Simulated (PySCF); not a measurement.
The dipole of `CN1C=CN(C)P1(P)=S` from its density and from atomic charges.

Coordinates (GFN2-xTB, Å) and charges (e) from the PBE0/pcSseg-1 density (PySCF):

```
atom       x       y       z  Mulliken      IAO  Hirshfeld  ESP-fitted
  C1   2.469   0.887  -0.021   -0.0337  -0.3091    -0.0630     -0.3755
  N2   1.269   0.097  -0.075   -0.7537  -0.4268    -0.1041     +0.3111
  C3   1.221  -1.222  -0.537   +0.1245  -0.1202    -0.0448     -0.3686
  C4   0.014  -1.766  -0.390   +0.1240  -0.1204    -0.0450     -0.3717
  N5  -0.902  -0.882   0.189   -0.7539  -0.4269    -0.1040     +0.3174
  C6  -2.245  -1.244   0.555   -0.0336  -0.3091    -0.0629     -0.4013
  P7  -0.246   0.655   0.402   +0.5886  +1.1183    +0.3431     -0.1905
  P8  -1.014   1.894  -1.311   -0.0030  -0.0750    +0.0106     -0.2446
  S9  -0.419   1.519   2.140   -0.3456  -0.5885    -0.3087     -0.3101
 H10   2.758   1.253  -1.012   +0.1183  +0.1379    +0.0406     +0.1408
 H11   3.293   0.305   0.397   +0.1236  +0.1521    +0.0523     +0.1146
 H12   2.282   1.743   0.632   +0.1340  +0.1643    +0.0439     +0.1647
 H13   2.110  -1.673  -0.932   +0.1020  +0.1680    +0.0613     +0.2421
 H14  -0.300  -2.761  -0.638   +0.1021  +0.1679    +0.0612     +0.2442
 H15  -2.631  -0.480   1.233   +0.1340  +0.1643    +0.0441     +0.1710
 H16  -2.254  -2.205   1.072   +0.1235  +0.1521    +0.0523     +0.1205
 H17  -2.900  -1.305  -0.320   +0.1183  +0.1379    +0.0407     +0.1485
 H18  -2.164   2.187  -0.586   +0.0653  +0.0066    -0.0087     +0.1427
 H19  -0.352   3.007  -0.806   +0.0653  +0.0066    -0.0087     +0.1448
```

Problem. Form Σ q r in debye for every column and set it beside the full dipole.

Solution. The full density gives (0.59, -1.96, -2.38) D, 3.14 D in size; dipole vectors point from the negative to the positive end.

```
    scheme     μx     μy     μz  size (D)  share of the full size (%)  angle to the full dipole (°)
  Mulliken  -0.20  -0.47  -3.34      3.38                         108                            35
       IAO   0.20  -1.43  -3.56      3.84                         122                            19
 Hirshfeld   0.44  -1.68  -2.50      3.04                          97                             6
ESP-fitted   0.57  -1.97  -2.58      3.30                         105                             2
```

Problem. Which set comes closest?

Solution. Length of the difference vector: ESP-fitted 0.21 D, Hirshfeld 0.35 D, IAO 1.36 D, Mulliken 1.95 D. Closest: ESP-fitted. 

Problem. What is left for the Hirshfeld atoms' own dipoles?

Solution. The shares of the density sum to the whole, so what Σ q r misses lies in dipoles about the nuclei. The atomic dipoles sum to (0.59, -1.96, -2.38) − (0.44, -1.68, -2.50) = (0.15, -0.28, 0.12) D, 0.35 D in size.

Problem. With the origin at the mean of the coordinates, (-0.001, 0.000, 0.000) Å, which are the largest single terms, by size, of the IAO dipole along the direction of the full one?

Solution. S9 +7.49, P7 -4.09, H14 +1.74, H13 +1.73, H12 -0.90 D; all 19 atoms together +3.63 D. The single terms depend on the origin, their sum doesn't.

Problem. Give the size of the full dipole in other units.

Solution. 3.14 D = 1.235 au = 0.653 e·Å = 10.47 × 10⁻³⁰ C·m.

One conformer (not necessarily the lowest) at the GFN2-xTB geometry, without solvent, vibrations or thermal averaging.

The run behind these numbers computed NMR shieldings as well. On one thread, Arm Neoverse V1, on a shared host, this took 46 s of wall time.
